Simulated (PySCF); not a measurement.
C$_{2}$HCl$_{3}$, triplet, geometry from GFN2-xTB (a higher spin typed on purpose: for a closed-shell molecule this is an excited state); CCSD(T)/STO-3G (PySCF).

Here is a job for PySCF.
```python
from pyscf import gto, scf, cc

mol = gto.M(
    atom='''
Cl    2.09141099    0.25449089    0.59949348
C     1.01747801   -0.42814838   -0.55146569
C    -0.38233112   -0.26504350   -0.44338425
Cl   -1.12195689    1.23301851   -0.87628124
Cl   -1.28150018   -1.18533211    0.70691994
H     1.49390213   -0.97786253   -1.34314731
''',
    basis='sto-3g',
    spin=2,
    verbose=4,
)

mf = scf.UHF(mol)
mf.kernel()

mycc = cc.CCSD(mf, frozen=18)
mycc.kernel()
et = mycc.ccsd_t()
print('E(CCSD(T)) = %.10f' % (mycc.e_tot + et))
```

Output, abridged:

```
PySCF version 2.14.0

[INPUT] verbose = 4
[INPUT] num. atoms = 6
[INPUT] num. electrons = 64
[INPUT] charge = 0
[INPUT] spin (= nelec alpha-beta = 2S) = 2
[INPUT] symmetry False subgroup None
[INPUT] Mole.unit = angstrom
[INPUT] Symbol           X                Y                Z      unit          X                Y                Z       unit  Magmom
[INPUT]  1 Cl     2.091410990000   0.254490890000   0.599493480000 AA    3.952193985005   0.480918083297   1.132878490662 Bohr   0.0
[INPUT]  2 C      1.017478010000  -0.428148380000  -0.551465690000 AA    1.922754776667  -0.809083178876  -1.042119121194 Bohr   0.0
[INPUT]  3 C     -0.382331120000  -0.265043500000  -0.443384250000 AA   -0.722501105698  -0.500859626096  -0.837874800446 Bohr   0.0
[INPUT]  4 Cl    -1.121956890000   1.233018510000  -0.876281240000 AA   -2.120191245669   2.330067290419  -1.655931551694 Bohr   0.0
[INPUT]  5 Cl    -1.281500180000  -1.185332110000   0.706919940000 AA   -2.421684368781  -2.239953054553   1.335885078594 Bohr   0.0
[INPUT]  6 H      1.493902130000  -0.977862530000  -1.343147310000 AA    2.823065882604  -1.847892369174  -2.538180560846 Bohr   0.0

nuclear repulsion = 316.377103085547
number of shells = 22
number of NR pGTOs = 114
number of NR cGTOs = 38
basis = sto-3g
ecp = {}

******** <class 'pyscf.scf.uhf.UHF'> ********
method = UHF
initial guess = minao
damping factor = 0
level_shift factor = 0
DIIS = <class 'pyscf.scf.diis.CDIIS'>
diis_start_cycle = 1
diis_space = 8
diis_damp = 0
SCF conv_tol = 1e-09
SCF conv_tol_grad = None
SCF max_cycles = 50
direct_scf = True
direct_scf_tol = 1e-13
number electrons alpha = 33  beta = 31
Set gradient conv threshold to 3.16228e-05
init E= -1438.8907335741

cycle= 1 E= -1438.87642052677  delta_E= 0.0143  |g|= 0.355  |ddm|= 2.59
cycle= 2 E= -1438.99011396441  delta_E= -0.114  |g|= 0.147  |ddm|= 0.906
cycle= 3 E= -1439.00928660269  delta_E= -0.0192  |g|= 0.0425  |ddm|= 0.254
cycle= 4 E= -1439.01331456179  delta_E= -0.00403  |g|= 0.0132  |ddm|= 0.182
cycle= 5 E= -1439.01372778683  delta_E= -0.000413  |g|= 0.00656  |ddm|= 0.049
cycle= 6 E= -1439.01384537736  delta_E= -0.000118  |g|= 0.00256  |ddm|= 0.032
cycle= 7 E= -1439.01386411499  delta_E= -1.87e-05  |g|= 0.000852  |ddm|= 0.0139
cycle= 8 E= -1439.01386628853  delta_E= -2.17e-06  |g|= 0.00019  |ddm|= 0.00495
cycle= 9 E= -1439.01386637376  delta_E= -8.52e-08  |g|= 6.23e-05  |ddm|= 0.000902
cycle= 10 E= -1439.01386638263  delta_E= -8.87e-09  |g|= 2.38e-05  |ddm|= 0.000248
cycle= 11 E= -1439.01386638409  delta_E= -1.46e-09  |g|= 4.86e-06  |ddm|= 0.000125
cycle= 12 E= -1439.01386638414  delta_E= -5.14e-11  |g|= 1.93e-06  |ddm|= 1.82e-05
Extra cycle  E= -1439.01386638414  delta_E= -3.18e-12  |g|= 1.21e-06  |ddm|= 4.63e-06
converged SCF energy = -1439.01386638414  <S^2> = 2.0144545  2S+1 = 3.0096209

******** <class 'pyscf.cc.uccsd.UCCSD'> ********
CC2 = 0
CCSD nocc = (np.int64(15), np.int64(13)), nmo = (20, 20)
frozen orbitals 18
max_cycle = 50
direct = 0
conv_tol = 1e-07
conv_tol_normt = 1e-06
diis_space = 6
diis_start_cycle = 0
diis_start_energy_diff = 1e+09
Init t2, MP2 energy = -0.0891938263682051
Init E_corr(UCCSD) = -0.089193826369739
cycle = 1  E_corr(UCCSD) = -0.104523988854638  dE = -0.0153301625  norm(t1,t2) = 0.0716753
cycle = 2  E_corr(UCCSD) = -0.110981140617973  dE = -0.00645715176  norm(t1,t2) = 0.029905
cycle = 3  E_corr(UCCSD) = -0.115870234284106  dE = -0.00488909367  norm(t1,t2) = 0.0165891
cycle = 4  E_corr(UCCSD) = -0.11602648841154  dE = -0.000156254127  norm(t1,t2) = 0.00412952
cycle = 5  E_corr(UCCSD) = -0.1160159336474  dE = 1.05547641e-05  norm(t1,t2) = 0.00163303
cycle = 6  E_corr(UCCSD) = -0.116036218969658  dE = -2.02853223e-05  norm(t1,t2) = 0.000465138
cycle = 7  E_corr(UCCSD) = -0.116033839806429  dE = 2.37916323e-06  norm(t1,t2) = 0.000180425
cycle = 8  E_corr(UCCSD) = -0.116036671155464  dE = -2.83134904e-06  norm(t1,t2) = 7.16189e-05
cycle = 9  E_corr(UCCSD) = -0.116036849774729  dE = -1.78619265e-07  norm(t1,t2) = 2.81665e-05
cycle = 10  E_corr(UCCSD) = -0.1160369108364  dE = -6.10616711e-08  norm(t1,t2) = 1.16202e-05
cycle = 11  E_corr(UCCSD) = -0.116036714414068  dE = 1.96422333e-07  norm(t1,t2) = 4.57974e-06
cycle = 12  E_corr(UCCSD) = -0.116036577628023  dE = 1.36786045e-07  norm(t1,t2) = 1.97304e-06
cycle = 13  E_corr(UCCSD) = -0.116036540611898  dE = 3.70161244e-08  norm(t1,t2) = 8.99851e-07
UCCSD converged
E(UCCSD) = -1439.129902924755  E_corr = -0.1160365406118985
UCCSD(T) correction = -0.00250679613862977
E(CCSD(T)) = -1439.1324097209
```
